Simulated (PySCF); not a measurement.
## Two-component Hartree-Fock for Rh(27+) (rhodium, charge +27)

Start: [Ar]. Calculated with PySCF 2.14 in an uncontracted even-tempered set (19 s from 1.3 bohr⁻², ratio 2.6; 14 p from 1.7 bohr⁻², ratio 2.6; 6 d from 1.8 bohr⁻², ratio 2.8; 3 f from 34 bohr⁻², ratio 2.8): generalised Hartree-Fock with the X2C-1e Hamiltonian and a Gaussian nucleus; spin-orbit coupling (SO) screened by Boettger's factors.

```csv
spinor shell,electrons,"ε, screened SO (eV)",weight of nominal j (screened SO),"rms radius, screened SO (bohr)"
1s1/2,2,-24604.9,1.000,0.0374
2s1/2,2,-4703.1,1.000,0.152
2p1/2,2,-4444.4,1.000,0.132
3s1/2,2,-1682.0,1.000,0.377
3p1/2,2,-1579.1,1.000,0.366
3p3/2,4,-1545.7,1.000,0.374
```

(1) Where does 2p3/2 lie, and what is the 2p spin-orbit splitting (screened SO)?

| quantity | screened SO |
| --- | --- |
| E (hartree) | -4292.85180 |
| M_J | 0 |
| ⟨J²⟩ | 0.000 |
| ⟨L²⟩ | 0.006 |
| ⟨S²⟩ | 0.006 |

Breit and QED terms are absent; they matter most for the inner s and p1/2 levels.

Densities and radii are taken from the X2C orbitals without a picture-change correction, which distorts them close to the nucleus.

## Answers

(1) At -4295.7 eV, 148.64 eV above 2p1/2.
